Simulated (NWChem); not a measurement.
System: selenium dioxide (SeO$_{2}$); SMILES O=[Se]=O

Computed with NWChem. All runs use the structure optimised with B3LYP/6-31G* (spherical d). Level M06-2X/def2-SVP: energy and gradient on several grids; changes count from the extra-fine grid, which is no exact limit either.

### Question
Which is the coarsest grid (xcoarse; medium; xfine; coarse; fine) from which on the energy stays within 100 μHa and each gradient component within 200 μHa/bohr of xfine?

### Answer
medium.
| grid | size of the energy change (μHa) | largest change of a gradient component (μHa/bohr) |
|---|---|---|
| xcoarse | 6000 | 2000 |
| coarse | 300 | 300 |
| medium | < 10 | 80 |
| fine | < 10 | < 30 |
| xfine | < 10 | < 30 |
